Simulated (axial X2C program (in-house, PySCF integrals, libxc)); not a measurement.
# What spin–orbit coupling does to MoP⁻

Calculated with an in-house all-electron X2C program for linear molecules (integrals from PySCF). Spin-free means the one-electron spin-free X2C Hamiltonian; two-component (2c) means X2C with spin–orbit coupling and atomic mean-field two-electron Coulomb and Gaunt terms, so the difference of the two also holds small scalar two-electron terms. Basis: Mo dyall-acv3z [12s13p10d5f3g], P dyall-av3z [9s8p3d2f] (cores contracted in-house); Gaussian nuclei, density fitting, unrestricted open shells. Masses: Mo 97.905 u, P 30.974 u.

Spin-free state: M_S = 2, Λ = 1 (beyond evenly filled blocks: σα, π+α, δ+α, δ-α); fragments Mo + P-.

```json
{"level": "PBE0", "Re (Å)": "2.171", "ωe (cm⁻¹)": "429.8", "De (eV)": "2.946", "μ (D)": "-3.87"}
```

Dipoles are positive if P is the positive end and refer to the centre of mass.

Two-component determinant lowest at the distance of the search:

Ω = 1 (⟨Sz⟩ = 2.00, ⟨Lz⟩ = -1.00 at PBE0); fragments Mo + P-.

```csv
level,Re (Å),ωe (cm⁻¹),De (eV),μ (D)
PBE0,2.169,432.2,2.976,-3.89
```

Question: From the two tables, how do the constants change at the PBE0 level (2c against spin-free)?

Answer: At the PBE0 level Re decreases by 0.002 Å and ωe increases by 2.4 cm⁻¹; De is not compared, since the atomic limits differ or miss part of their spin–orbit lowering.

Occupations by symmetry block were frozen at the best pattern of an incomplete PBE0 search. De is counted from the lowest determinant-based energies of the atoms at the same level, without counterpoise correction. Density functionals use the spin component along the axis (collinear). A 2c atom that is not at its ground J level misses part of its spin–orbit lowering, and De is too large by that part (0.04 eV or less for light atoms). This holds for PBE0. PBE0 can misorder states that lie within some tenths of an eV, so this need not be the ground state of the molecule. The nearest other spin-free determinant of the search, M_S = 1, Λ = 0, lies 0.07 eV up at the distance of the search. Without a current term, density functionals place determinants with orbital angular momentum somewhat too high. With several unpaired electrons one determinant need not be a pure state. Open-shell Ω = 0 determinants with evenly filled partner blocks cannot be reached by this program, so the Ω shown need not be the lowest component. The highest occupied level of some functionals is positive through self-interaction error; at Hartree–Fock it is bound. The determinant is spin-polarised beyond a pure state at some levels (its spin-free form has ⟨S²⟩ too high), which makes Re and μ there less reliable.
